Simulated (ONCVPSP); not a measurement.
**What one change does to a pseudopotential (sulfur, ONCV)**

sulfur, optimised norm-conserving Vanderbilt (ONCV), made with ONCVPSP 4.0.1 (PBE, scalar-relativistic). Core [Ne], reference 3s2 3p3 (charge +1). Waves: 3s: rc 1.35 bohr, ncon 3, nbas 6, qcut 6.1 1/bohr, 2 projectors, debl 3.4 Ha; 3p: rc 1.50 bohr, ncon 4, nbas 8, qcut 5.2 1/bohr, 2 projectors, debl 2.8 Ha. Local part: polynomial inside 1.00 bohr (lpopt 5, dvloc0 2 Ha). Core correction: Teter function, fcfact 3.25, rcfact 1.1.

All-electron outer shells of the reference configuration (PBE, scalar-relativistic, ld1.x):

```
shell  level (eV)  outermost node (bohr)  outermost maximum (bohr)
   2s     -223.45                   0.13                      0.39
   2p     -168.27                      –                      0.33
   3s      -27.63                   0.60                      1.39
   3p      -16.80                   0.58                      1.55
```

Change: local potential polynomial inside 1.00 bohr (lpopt 5, dvloc0 -1 Ha).

Cutoffs: the cutoffs (Ha) at which the residual kinetic energy of the hardest occupied pseudo-wave falls to 1 and 0.1 mHa per electron; they do not see the model core or the augmentation charge, which bear on the density cutoff. Errors are all-electron minus pseudo energies relative to the spin-unpolarised reference configuration.

Question: How do hardness, ghosts and transferability respond?

Answer: The potential gets neither clearly harder nor softer (14 Ha and 18 Ha → 14 Ha and 18 Ha); the errors of the 4 common tests hardly move; the range in which the s phases agree narrows (upper end 4.2 → 2.7); neither file shows a bound ghost.

```csv
quantity,base,changed
"cutoff, loose",14 Ha,14 Ha
"cutoff, tight",18 Ha,18 Ha
bound ghosts,none,none
GHOST(+) flags under 300 eV,s at 118.3 eV,s at 75.2 eV
"error for 3s2 3p4, meV [ΔE -11.77 eV]",+1.2,+1.2
"error for 3s2 3p2, meV [ΔE 22.28 eV]",+1.5,+1.5
"error for 3s2 3p1, meV [ΔE 56.33 eV]",+19,+19
"error for 3s0 3p6, meV [ΔE 8.97 eV]",+3.8,+3.8
s: phases at 1.37 bohr within 0.05 rad from the reference energy up to (Ha; the scan ends near 5),4.2,2.7
p: phases at 1.52 bohr within 0.05 rad from the reference energy up to (Ha; the scan ends near 5),5.0,4.9
"rms error of d²Exc/dni dnj with the model core, mHa",1.27,1.27
```
